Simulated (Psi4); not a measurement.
aziridine (C$_{2}$H$_{5}$N), singlet, at a GFN2-xTB geometry; B3LYP/6-31G* run with Psi4 1.11.

Here is a job for Psi4.
```
memory 2 GB

molecule mol {
0 1
C    -0.042523   -0.387335    0.739477
N    -0.010113    0.851467   -0.001267
C    -0.050375   -0.389627   -0.737777
H     0.896705    1.308336   -0.006796
H    -0.967036   -0.571862    1.268984
H    -0.980460   -0.575781   -1.256853
H     0.846193   -0.727637    1.259237
H     0.832773   -0.731555   -1.265897
}

set {
  basis 6-31g*
  reference rks
}

energy('b3lyp')
print_variables()
```

Question: Predict the main parts of the log of this Psi4 run.

Answer: 
```
   => Loading Basis Set <=

    Name: 6-31G*
    Role: ORBITAL
    Keyword: BASIS

         ---------------------------------------------------------
                                   SCF
               by Justin Turney, Rob Parrish, Andy Simmonett
                          and Daniel G. A. Smith
                              RKS Reference
         ---------------------------------------------------------

  ==> Geometry <==

    Molecular point group: c1
    Full point group: C1

    Geometry (in Angstrom), charge = 0, multiplicity = 1:

       Center              X                  Y                   Z               Mass
    ------------   -----------------  -----------------  -----------------  -----------------
         C           -0.028041895180    -0.417327696513     0.739446268832    12.000000000000
         N            0.004368104820     0.821474303487    -0.001297731168    14.003074004430
         C           -0.035893895180    -0.419619696513    -0.737807731168    12.000000000000
         H            0.911186104820     1.278343303487    -0.006826731168     1.007825032230
         H           -0.952554895180    -0.601854696513     1.268953268832     1.007825032230
         H           -0.965978895180    -0.605773696513    -1.256883731168     1.007825032230
         H            0.860674104820    -0.757629696513     1.259206268832     1.007825032230
         H            0.847254104820    -0.761547696513    -1.265927731168     1.007825032230

  Running in c1 symmetry.

  Rotational constants: A =      0.78834  B =      0.71556  C =      0.45722 [cm^-1]
  Rotational constants: A =  23633.84178  B =  21452.01475  C =  13707.18511 [MHz]
  Nuclear repulsion =   76.843266782623758

  Charge       = 0
  Multiplicity = 1
  Electrons    = 24
  Nalpha       = 12
  Nbeta        = 12

  ==> Algorithm <==

  SCF Algorithm Type is DF.
  DIIS enabled.
  MOM disabled.
  Fractional occupation disabled.
  Guess Type is SAD.
  Energy threshold   = 1.00e-06
  Density threshold  = 1.00e-06
  Integral threshold = 1.00e-12

  ==> Primary Basis <==

  Basis Set: 6-31G*
    Blend: 6-31G*
    Number of shells: 28
    Number of basis functions: 55
    Number of Cartesian functions: 55
    Spherical Harmonics?: false
    Max angular momentum: 2

  ==> DFT Potential <==

   => LibXC <=

    Version 7.1.2
    S. Lehtola, C. Steigemann, M. J. T. Oliveira, and M. A. L. Marques,  SoftwareX 7, 1–5 (2018) (10.1016/j.softx.2017.11.002)

   => Composite Functional: B3LYP <=

[...]
   @DF-RKS iter   3:  -133.91586911897042   -3.58725e-01   1.30696e-03 ADIIS/DIIS
   @DF-RKS iter   4:  -133.91749174336243   -1.62262e-03   7.13174e-04 ADIIS/DIIS
   @DF-RKS iter   5:  -133.91814325639646   -6.51513e-04   7.80940e-05 DIIS
   @DF-RKS iter   6:  -133.91815111172093   -7.85532e-06   5.99697e-06 DIIS
   @DF-RKS iter   7:  -133.91815116660092   -5.48800e-08   1.12096e-06 DIIS
   @DF-RKS iter   8:  -133.91815116853584   -1.93492e-09   1.38220e-07 DIIS
  Energy and wave function converged.

  ==> Post-Iterations <==

   Electrons on quadrature grid:
      Ntotal   =   23.9999781905 ; deviation = -2.181e-05

    Orbital Energies [Eh]
    ---------------------

    Doubly Occupied:

[...]
    Virtual:

[...]
      55A      4.366438

    Final Occupation by Irrep:
              A
    DOCC [    12 ]
    NA   [    12 ]
    NB   [    12 ]

  @DF-RKS Final Energy:  -133.91815116853584

   => Energetics <=

    Nuclear Repulsion Energy =             76.8432667826237576
    One-Electron Energy =                -331.6201591446670136
    Two-Electron Energy =                 136.7572693946031848
    DFT Exchange-Correlation Energy =     -15.8985282010957754
    Empirical Dispersion Energy =           0.0000000000000000
    VV10 Nonlocal Energy =                  0.0000000000000000
    Total Energy =                       -133.9181511685358714

Computation Completed

Properties will be evaluated at   0.000000,   0.000000,   0.000000 [a0]

Properties computed using the SCF density matrix

 Multipole Moments:

 ------------------------------------------------------------------------------------
     Multipole            Electronic (a.u.)      Nuclear  (a.u.)        Total (a.u.)
 ------------------------------------------------------------------------------------

 L = 1.  Multiply by 2.5417464519 to convert [e a0] to [Debye]
 Dipole X            :         -0.1211245            0.6567602            0.5356357
 Dipole Y            :          0.9824468           -1.3602754           -0.3778286
 Dipole Z            :         -0.0008782           -0.0013824           -0.0022607
 Magnitude           :                                                    0.6554885

 ------------------------------------------------------------------------------------

  Variable Map:
  ----------------------------------------------------------------------------
[...]
  Array Variable Map:
  ----------------------------------------------------------------------------
[...]
[...]
```
